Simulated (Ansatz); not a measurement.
Geometry optimisation, Ansatz, RKS PBE-D4/def2-SVP.

Input:

```yaml
crystal:
  periodic: [false, false, false]
  atoms:
    - { symbol: "N", position_ang: [-0.6297, 1.3244, 0.025] }
    - { symbol: Si, position_ang: [0.2642, 0.1215, 0.6787] }
    - { symbol: C, position_ang: [-0.0472, -1.5324, 0.1965] }
    - { symbol: "N", position_ang: [0.241, -0.8427, -0.842] }
    - { symbol: H, position_ang: [-1.2076, 0.8779, -0.7313] }
    - { symbol: H, position_ang: [-0.0379, 1.9579, -0.5342] }
    - { symbol: H, position_ang: [1.6905, 0.6048, 0.7388] }
    - { symbol: H, position_ang: [-0.1813, -2.5685, 0.4127] }
basis:
  gaussian: { orbitals: def2-SVP }
hamiltonian:
  xc: pbe
  dispersion: d4
relax:
  f_tol: 0.015
  max_steps: 40
```

Command:

```bash
$ ansatz run input.yaml --threads 1 --pin off --max-ram 2048MiB --backend cpu --events-out ev --progress --plain --runs-dir out
```

Q: Where does it end, and by what steps?

A: It converged. After 9 steps the energy has fallen by 1.521 eV; N4 moved furthest, 0.71 Å.

```
step  energy less start (eV)  largest force component (eV/Å)  accepted
   0                  0.0000                           3.487       yes
   1                 -0.9084                           1.478       yes
   2                 -1.2961                           0.601       yes
   3                 -1.4367                           0.510       yes
   4                 -1.4628                           1.041       yes
   5                 -1.5001                           0.518       yes
   6                 -1.4865                           0.512        no
   7                 -1.5199                           0.175       yes
   8                 -1.5210                           0.063       yes
   9                 -1.5213                           0.012       yes
```

```xyz
8
Properties=species:S:1:pos:R:3
N -0.611 1.386 -0.101
Si 0.485 0.099 0.248
C 0.028 -1.632 0.194
N 0.732 -1.349 -0.858
H -1.543 1.171 -0.461
H -0.252 2.255 -0.503
H 1.693 0.615 0.947
H -0.440 -2.603 0.479
```

Run time: 19 s on 1 CPU thread of a shared host.
